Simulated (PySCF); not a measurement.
Compound: C₅H₇OS₂ (doublet state).
Structure used (GFN2-xTB), in Å, numbered top down from 1:
```
atom  x, y, z in Å
C1     1.9803   -0.7043    1.7788
O2     1.1130   -1.0735    0.7324
C3     0.6794   -0.0235   -0.0526
C4    -0.0623   -0.5129   -1.2503
C5    -1.3553   -0.1048   -1.3466
C6    -1.7906    0.7310   -0.3208
S7    -3.3863    1.4083   -0.1915
S8    -0.5429    1.0756    0.8456
H9     1.4802   -0.0211    2.4751
H10    2.2479   -1.6234    2.2948
H11    2.8823   -0.2188    1.3880
H12    1.5196    0.6465   -0.3094
H13    0.4319   -1.1875   -1.9219
H14   -2.0177   -0.3914   -2.1450
H15   -3.1840    2.0077    0.9799
```

The hyperfine couplings belong to this conformer and change with its torsions.

Identity: `CO[C@H]1[CH]C=C(S)S1` [radical].

Level of theory: UKS B3LYP, pcH-1 on C H O S, non-relativistic, mean-field spin-orbit, GIAO (PySCF 2.14.0). Isolated species at its GFN2-xTB geometry (one conformer only). The geometry wasn't refined by DFT: couplings that depend on bond lengths, twists or pyramidal angles can differ widely from those at the functional's own minimum. The SCF solution wasn't tested for stability.

Principal values of hyperfine tensors in MHz (contact, dipolar and spin–orbit terms together), for some of the nuclei:

```csv
atom,isotope,A1,A2,A3
C6,13C,14.30,15.08,155.58
H12,1H,54.96,55.71,60.85
O2,17O,-55.70,-46.93,-46.40
C4,13C,2.79,4.49,127.44
C5,13C,-57.47,-28.70,-25.50
C3,13C,-15.06,-14.05,-12.35
H14,1H,3.35,7.38,12.46
H15,1H,-6.13,-5.65,-0.52
```

(1) Split each tensor into its isotropic and traceless parts, and turn a_iso into mT with g = 2.0045.

(2) What spin density at the nucleus of O2 lies behind its contact coupling (g_N = -0.75752)?

(3) H13 (1H, g_N = 5.58569) isn't in the table. Its spin density at the nucleus is -0.007805 bohr⁻³. What is its contact coupling?

(4) Which nucleus of the table has the largest anisotropic coupling, and what is its form?

(5) In a single crystal, with the field along each principal axis of the tensor of H12 in turn, what first-order splitting does this nucleus give (isotropic g, quadrupole terms neglected)?

Answers

(1) a_iso is a third of the trace, T = A − a_iso, and a(mT) = a(MHz)/(g × 13.996). The tensors hold a spin–orbit part: the run splits a_iso into a_FC + a_SO, and T includes its anisotropic share.

```json
{"atom": "C6", "a_iso (MHz)": "61.65", "a_FC": "61.18", "a_SO": "0.48", "a_iso (mT)": "2.198", "T1": "-47.35", "T2": "-46.57", "T3": "93.93"}
{"atom": "H12", "a_iso (MHz)": "57.17", "a_FC": "57.19", "a_SO": "-0.01", "a_iso (mT)": "2.038", "T1": "-2.22", "T2": "-1.46", "T3": "3.68"}
{"atom": "O2", "a_iso (MHz)": "-49.68", "a_FC": "-49.62", "a_SO": "-0.05", "a_iso (mT)": "-1.771", "T1": "-6.02", "T2": "2.75", "T3": "3.27"}
{"atom": "C4", "a_iso (MHz)": "44.90", "a_FC": "45.00", "a_SO": "-0.09", "a_iso (mT)": "1.601", "T1": "-42.12", "T2": "-40.42", "T3": "82.53"}
{"atom": "C5", "a_iso (MHz)": "-37.22", "a_FC": "-37.24", "a_SO": "0.01", "a_iso (mT)": "-1.327", "T1": "-20.25", "T2": "8.52", "T3": "11.72"}
{"atom": "C3", "a_iso (MHz)": "-13.82", "a_FC": "-13.81", "a_SO": "-0.01", "a_iso (mT)": "-0.492", "T1": "-1.24", "T2": "-0.23", "T3": "1.47"}
{"atom": "H14", "a_iso (MHz)": "7.73", "a_FC": "7.72", "a_SO": "0.01", "a_iso (mT)": "0.275", "T1": "-4.38", "T2": "-0.35", "T3": "4.73"}
{"atom": "H15", "a_iso (MHz)": "-4.10", "a_FC": "-4.14", "a_SO": "0.04", "a_iso (mT)": "-0.146", "T1": "-2.03", "T2": "-1.55", "T3": "3.58"}
```

(2) a_FC = (2μ0/3) gₑ μB g_N μN ρ(0)/(2S·h) = 800.24 MHz × g_N × ρ(0)/(2S), with ρ in bohr⁻³. With a_FC = -49.62 MHz and 2S = 1, ρ(0) = 0.08186 bohr⁻³. The nuclear moment is negative, so coupling and spin density have opposite signs.

(3) By the same relation, a_FC = -34.9 MHz. Its full tensor has the principal values -55.38, -35.26, -14.03 MHz.

(4) C6: -47.4, -46.6, 93.9 MHz (the dipolar term alone has -47.8, -46.6, 94.4), axial, in the ratio −1:−1:+2, the form that spin in one p orbital centred on that nucleus gives.

(5) 2 lines (I = 1/2), spaced by |A_i|/(g × 13.996): 1.96, 1.99, 2.17 mT along the axes of A1, A2 and A3.
